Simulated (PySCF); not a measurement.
C₄H₅FO, SMILES FC1=COCC1. Heavy atoms are numbered as in [F:1][C:2]1=[CH:3][O:4][CH2:5][CH2:6]1. Hydrogens are named by the atom that carries them.

Geometry: r2SCAN-D4/def2-SVP. The geometry has at least one imaginary mode, so it is a saddle point at that level. One conformer was computed; it need not be the lowest.

Level of theory: PBE/pcSseg-1 (PySCF).

GIAO shieldings, no solvent; atoms alike by connectivity are averaged. δ = σ(ref) − σ: ¹⁹F against CFCl3 (σ = 133.6 ppm); ¹³C against TMS (σ = 182.0 ppm); ¹⁷O against H2O (σ = 334.3 ppm); ¹H against TMS (σ = 31.49 ppm), references at their B3LYP-D3(BJ)/def2-TZVP geometries, non-relativistic.

```csv
nucleus,atoms,count,δ (ppm)
¹⁹F,F1,1,-208.7
¹³C,C2,1,155.5
¹³C,C3 (CH),1,133.9
¹³C,C5 (CH2),1,75.4
¹³C,C6 (CH2),1,35.0
¹⁷O,O4,1,90.0
¹H,H on C3,1,6.45
¹H,H on C5,2,4.77
¹H,H on C6,2,3.32
```
